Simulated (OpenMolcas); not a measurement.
Ni⁷⁺: from CASSCF to CASPT2

```yaml
Program: OpenMolcas 26.06
Basis: ANO-RCC-VTZP [6s5p3d2f1g]
Scalar_Hamiltonian: DKH2, point nucleus
Active_space: 3 electrons in 5 orbitals (3d)
State_averaging: 2S+1 = 4 even, 10 roots; 2S+1 = 2 even, 40 roots
Spin-orbit_coupling: state interaction with AMFI integrals over the reference wave functions, term energies averaged over their components
```

Methods on the same reference wave functions:
A. CASSCF
B. SS-CASPT2, IPEA 0.25 Eh, imaginary shift 0.1 Eh (closed shells correlated: 3s 3p)
C. MS-CASPT2, IPEA 0.25 Eh, imaginary shift 0.1 Eh (closed shells correlated: 3s 3p)
D. XMS-CASPT2, IPEA 0.25 Eh, imaginary shift 0.1 Eh (closed shells correlated: 3s 3p)

Energies in cm⁻¹ above 3d³ ⁴F_3/2, the measured ground level; measured values from Corliss and Sugar, J. Phys. Chem. Ref. Data 10, 197 (1981).

| Level | A | B | C | D | Measured |
| --- | --- | --- | --- | --- | --- |
| 3d³ ⁴F_3/2 | 0.0 | 0.0 | 0.0 | 0.0 | 0.0 |
| 3d³ ⁴F_5/2 | 978 | 989 | 989 | 987 | 1012 |
| 3d³ ⁴F_7/2 | 2277 | 2290 | 2290 | 2290 | 2184 |
| 3d³ ⁴F_9/2 | 3841 | 3850 | 3850 | 3850 | 3721 |
| 3d³ ⁴P_1/2 | 28222 | 24300 | 24270 | 24350 | 23261 |
| 3d³ ⁴P_3/2 | 28478 | 24580 | 24510 | 24610 | 23710 |
| 3d³ ²G_7/2 | 29285 | 26520 | 26520 | 27240 |  |
| 3d³ ⁴P_5/2 | 29785 | 25830 | 25830 | 25910 | 24669 |
| 3d³ ²G_9/2 | 30466 | 27740 | 27760 | 28460 |  |
| 3d³ ²P_1/2 | 38491 | 35960 | 34150 | 34640 |  |
| 3d³ ²H_9/2 | 38768 | 36490 | 36970 | 37540 |  |
| 3d³ ²H_11/2 | 39567 | 37310 | 37810 | 38370 |  |
| 3d³ ²D_5/2(1) | 43042 | 37420 | 37410 | 37990 |  |
| 3d³ ²F_7/2 | 65592 | 59150 | 59150 | 60000 |  |
| 3d³ ²F_5/2 | 66123 | 59670 | 59670 | 60520 |  |
| 3d³ ²D_5/2(2) | 102093 | 92500 | 92510 | 92800 |  |
| 3d³ ²D_3/2(2) | 102728 | 93130 | 93120 | 93400 |  |

Deviations, from unrounded energies. A percentage is the sum of absolute deviations over the sum of measured energies, with the sign that they share, or ± where signs differ.

```
                        Against measurement  Levels      A     B     C     D
             mean absolute deviation (cm-1)       6   2500   550   540   580
      fine structure of the ground term (%)       3   ±3.6  ±3.7  ±3.7  ±3.8
other terms of the ground configuration (%)       3  +20.7  +4.3  +4.1  +4.5
```

B, C lie about equally close to measurement and A furthest from it. The largest miss of C in the table is 3d³ ⁴P_5/2, by +1200 cm-1. The ranking rests on the paired levels alone, and a cruder setting can come out closer through cancelling errors.

Among B to D the level of the table that moves most is 3d³ ²P_1/2, by 1800 cm-1 (lowest in C, highest in B). Moves below CASPT2's spread within the term are not significant.

The mean deviations of B to D differ by less than CASPT2's widest spread within a term (1500 cm-1), so their order carries little weight.

From A to B the spin-free energies of the other terms of 3d³ shown, above ⁴F, scale by factors of 0.85 to 0.94, as is usual when dynamic correlation screens the repulsion within a d or f shell.

The lowest spin-free term lies below A's lowest term by 0.320 hartree in B, 0.320 hartree in C, 0.324 hartree in D.

CASPT2 does not keep the components of a term degenerate, so their means are used; among the terms shown or strongly mixed into the levels shown the widest spread is 1500 cm-1 (3d³ ⁴F, D). The CASPT2 spread within a term exceeds the gap to the next term for 3d³ ²P and 3d³ ²D(1), 3d³ ²D(1) and 3d³ ²H, so the order of their levels is uncertain, and so are names and mixing where such terms share a J (figures for B; the like holds for D). Without dynamic correlation excited terms often stand tens of per cent too high (terms of higher spin than the ground term too low), and those without a measured partner can miss by more than the paired ones (holds for A). Computed and measured levels are paired by configuration, term and J; levels that our copy of the source lacks, or whose pairing is in doubt (as where it misses far off the trend of its configuration), stay unpaired and out of the deviations. Only configurations of the active space appear. Levels that lie high or do not pair safely by name in every column are left out.

A number in round brackets counts repeated terms of one configuration in the order of the reference energies.
